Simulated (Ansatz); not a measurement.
Conformers of `OB(O)[TeH]`, each relaxed with PBE0-D4/def2-TZVP in Ansatz. CBS adds the triple-zeta coupled-cluster correction to the MP2 limit.

Elements past krypton have def2 core potentials. Outer-core shells of Te are correlated without core-valence functions. Spin–orbit coupling is left out.

Not all of them had a frequency check.

Conformer A:

Z-matrix (Å, degrees):
```
B
O 1 1.361
Te 1 2.176 2 115.2
O 1 1.359 2 126.1 3 180.0
H 2 0.961 1 115.9 3 -180.0
H 3 1.655 1 92.5 2 180.0
H 4 0.962 1 115.5 2 0.0
```

Conformer B:

Z-matrix (Å, degrees):
```
B
O 1 1.354
Te 1 2.206 2 120.4
O 1 1.352 2 116.8 3 -180.0
H 2 0.957 1 115.7 3 0.0
H 3 1.657 1 93.3 2 -179.8
H 4 0.957 1 114.6 2 180.0
```

Which is lowest in electronic energy at CCSD(T)/CBS (frozen core, def2 sets), and by how much? (An estimate is asked.)

Ansatz gave: B; A lies 7.2 kJ/mol higher.

Give the energies relative to B (kJ/mol) with r2SCAN-D4/def2-TZVPP, ωB97X-V/def2-TZVPP, r2SCAN/def2-TZVPP, PBE0/def2-TZVPP, HF/def2-TZVPP, MP2/def2-QZVPP, SCS-MP2/def2-QZVPP. (Best estimate.)

Computed: 
```
               level    A
r2SCAN-D4/def2-TZVPP  9.9
  ωB97X-V/def2-TZVPP  6.8
   r2SCAN/def2-TZVPP  9.9
     PBE0/def2-TZVPP  8.0
       HF/def2-TZVPP  5.2
      MP2/def2-QZVPP  7.6
  SCS-MP2/def2-QZVPP  7.3
```
